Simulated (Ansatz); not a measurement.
**Nudged elastic band run: BClFH₃O**

input.yaml

```yaml
crystal:
  periodic: [false, false, false]
  atoms:
    - { symbol: B, position_ang: [0.02156, -0.372949, -0.12785] }
    - { symbol: F, position_ang: [-0.1, -0.355834, 1.210244] }
    - { symbol: H, position_ang: [1.095626, -0.170644, -0.625254] }
    - { symbol: O, position_ang: [-1.043023, -0.638891, -0.891331] }
    - { symbol: H, position_ang: [-1.856283, -0.783694, -0.391825] }
    - { symbol: Cl, position_ang: [-0.339072, 2.868443, 1.272186] }
    - { symbol: H, position_ang: [-0.111208, 1.697369, 1.75893] }
basis:
  gaussian: { orbitals: def2-SVP }
hamiltonian:
  xc: pbe0
neb:
  order_check: false
  images: 5
  f_tol: 0.5
  max_iterations: 60
  final_atoms:
    - { symbol: B, position_ang: [-0.22663774, 0.46633741, -0.36087343] }
    - { symbol: F, position_ang: [0.06530142, -0.05360558, 2.28126161] }
    - { symbol: H, position_ang: [0.83655479, -0.04890725, -0.58182671] }
    - { symbol: O, position_ang: [-1.41268983, -0.10582142, -0.57901104] }
    - { symbol: H, position_ang: [-1.33671859, -1.022561, -0.86596053] }
    - { symbol: Cl, position_ang: [-0.24389413, 2.15497802, 0.21301533] }
    - { symbol: H, position_ang: [-0.01431593, 0.85337983, 2.09849478] }
  initial_path:
    images:
      - { positions_ang: [[0.02156, -0.372949, -0.12785], [-0.1, -0.355834, 1.210244], [1.095626, -0.170644, -0.625254], [-1.043023, -0.638891, -0.891331], [-1.856283, -0.783694, -0.391825], [-0.339072, 2.868443, 1.272186], [-0.111208, 1.697369, 1.75893]] }
      - { positions_ang: [[0.01632452, -0.25006334, -0.08162382], [-0.07007594, -0.22552242, 1.36692481], [1.07774889, -0.11674166, -0.60826075], [-1.09813292, -0.43661028, -0.82936783], [-1.80835267, -0.81519746, -0.42180467], [-0.32236125, 2.59248274, 1.06181048], [-0.12755063, 1.49545241, 1.71742179]] }
      - { positions_ang: [[0.01108903, -0.12717767, -0.03539764], [-0.04015187, -0.09521084, 1.52360561], [1.05987177, -0.06283932, -0.5912675], [-1.15324285, -0.23432955, -0.76740467], [-1.76042235, -0.84670092, -0.45178434], [-0.30565049, 2.31652248, 0.85143495], [-0.14389325, 1.29353583, 1.67591358]] }
      - { positions_ang: [[0.00585355, -0.00429201, 0.01082855], [-0.01022781, 0.03510074, 1.68028642], [1.04199466, -0.00893698, -0.57427425], [-1.20835277, -0.03204883, -0.7054415], [-1.71249202, -0.87820439, -0.48176401], [-0.28893974, 2.04056222, 0.64105943], [-0.16023588, 1.09161924, 1.63440536]] }
      - { positions_ang: [[-0.07164354, 0.15258447, -0.11307211], [0.0149486, 0.00553196, 1.88061148], [0.9735147, -0.02226041, -0.57679173], [-1.27646512, -0.05663969, -0.66329801], [-1.58723421, -0.92632326, -0.60982952], [-0.27392454, 2.07870082, 0.49837806], [-0.1115959, 1.0122061, 1.78910184]] }
      - { positions_ang: [[-0.14914064, 0.30946094, -0.23697277], [0.04012501, -0.02403681, 2.08093655], [0.90503475, -0.03558383, -0.57930922], [-1.34457747, -0.08123056, -0.62115453], [-1.4619764, -0.97444213, -0.73789503], [-0.25890933, 2.11683942, 0.35569669], [-0.06295591, 0.93279296, 1.94379831]] }
      - { positions_ang: [[-0.22663774, 0.46633741, -0.36087343], [0.06530142, -0.05360558, 2.28126161], [0.83655479, -0.04890725, -0.58182671], [-1.41268983, -0.10582142, -0.57901104], [-1.33671859, -1.022561, -0.86596053], [-0.24389413, 2.15497802, 0.21301533], [-0.01431593, 0.85337983, 2.09849478]] }
```

Command:

```bash
$ ansatz run input.yaml --threads 1 --pin off --max-ram 2048MiB --backend cpu --events-out ev --progress --plain --runs-dir out
```

Output, in part (warnings, iteration lines, the closing report on the highest movable image, with atoms numbered from 0):

```
NEB end point (image 0): max|allowed force component| = 2.891e-2 eV/Å (the criterion of neb.relax_end_points is 1.000e-1)
NEB end point (image 6): max|allowed force component| = 2.649e-2 eV/Å (the criterion of neb.relax_end_points is 1.000e-1)
NEB iter   1: max|band force component| = 5.752e0 eV/Å  barrier→ = 2.8517 eV  barrier← = 2.2511 eV  Δτ_max = 0.2000 Å  (179 SCF iters)
NEB iter   2: max|band force component| = 2.066e0 eV/Å  barrier→ = 1.6334 eV  barrier← = 1.0329 eV  Δτ_max = 0.2000 Å  (153 SCF iters)
NEB iter   3: max|band force component| = 1.738e0 eV/Å  barrier→ = 1.3292 eV  barrier← = 0.7287 eV  Δτ_max = 0.1034 Å  (148 SCF iters)
NEB iter   4: max|band force component| = 7.255e-1 eV/Å  barrier→ = 1.3112 eV  barrier← = 0.7106 eV  Δτ_max = 0.0469 Å  (144 SCF iters)
NEB iter   5: max|band force component| = 4.021e-1 eV/Å  barrier→ = 1.3006 eV  barrier← = 0.7001 eV  CI = image 3  Δτ_max = 0.0000 Å  (281 SCF iters)
Total energy: -17995.45952755 eV, -661.3209398770 hartree
Atom 0 at    -0.053980     0.177875    -0.025640 Å, force     0.108150    -0.439555     0.168500 eV/Å
Atom 1 at    -0.126337    -0.180335     1.481599 Å, force     0.016794    -0.278005    -0.371575 eV/Å
Atom 2 at     1.063012     0.086114    -0.449942 Å, force     0.066761     0.069451     0.002332 eV/Å
Atom 3 at    -1.143999    -0.208713    -0.714863 Å, force     0.081529    -0.131123    -0.217499 eV/Å
Atom 4 at    -1.721008    -0.839577    -0.281775 Å, force    -0.183592     0.102978     0.197593 eV/Å
Atom 5 at    -0.180251     2.190776     0.620245 Å, force    -0.066605     0.084659     0.354760 eV/Å
Atom 6 at    -0.169837     1.017660     1.575476 Å, force    -0.023036     0.591595    -0.134112 eV/Å
Dipole moment:    -0.192697    -0.270880     0.248934 e Å
```

The run converged. The threshold of 0.5 eV/Å is loose, so the images may lie well off the minimum-energy path. The order of the stationary point at the top wasn't checked. The orbitals stay closed-shell, which can raise the energy where a bond breaks towards radicals; this wasn't checked here.

Final band (atoms are numbered from 1 in the order of the input):

| image | path coordinate (Å) | energy (eV) | B1–F2 (Å) | Cl6–H7 (Å) | B1–Cl6 (Å) |
| --- | --- | --- | --- | --- | --- |
| 0 | 0.00 | 0.00 | 1.34 | 1.29 | 3.55 |
| 1 | 0.53 | 0.04 | 1.36 | 1.29 | 3.11 |
| 2 | 1.07 | 0.36 | 1.38 | 1.32 | 2.59 |
| 3 | 1.60 | 1.30 | 1.55 | 1.51 | 2.12 |
| 4 | 2.14 | 1.12 | 1.87 | 1.85 | 1.89 |
| 5 | 2.68 | 0.68 | 2.28 | 2.15 | 1.80 |
| 6 | 3.21 | 0.60 | 2.71 | 2.30 | 1.78 |

The run took 66 s on 1 thread of Arm Neoverse V2 (shared host), peak memory 0.16 GiB.
